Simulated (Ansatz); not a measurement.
Ansatz (a first-principles code) input:
A basis named .json is the Basis Set Exchange file of that set.

Ansatz 0.2 input:
```yaml
crystal:
  periodic: [false, false, false]
  atoms:
    - {symbol: O, position_ang: [-1.49560855, -0.59567793, 0.75013524]}
    - {symbol: Si, position_ang: [-0.28776088, 0.00936762, -0.11340040]}
    - {symbol: O, position_ang: [-0.56985481, 0.62359221, -1.56985009]}
    - {symbol: O, position_ang: [0.24042119, -1.59211449, -0.80788450]}
    - {symbol: S, position_ang: [1.20070881, 0.85772649, 1.06071779]}
    - {symbol: H, position_ang: [-1.90046292, -0.17674531, 1.51640040]}
    - {symbol: H, position_ang: [-0.73587773, 1.55154190, -1.76321376]}
    - {symbol: H, position_ang: [-0.01802401, -2.41340526, -0.35518542]}
    - {symbol: H, position_ang: [0.21104696, -1.69426564, -1.77552777]}
    - {symbol: H, position_ang: [1.86096640, 1.39170556, 0.01444208]}
basis:
  gaussian:
    orbitals: cc-pV_T+d_Z.json
total_charge: 1
magnetization: {spin_polarized: false}
correlation: {method: ccsd_t, electrons: outside_noble_gas}
```

### Question
Predict the final energy.

### Answer
-915.11062 Eh (CCSD(T)/cc-pV(T+d)Z). The basis has 238 functions.

It need not be the lowest isomer of its formula.
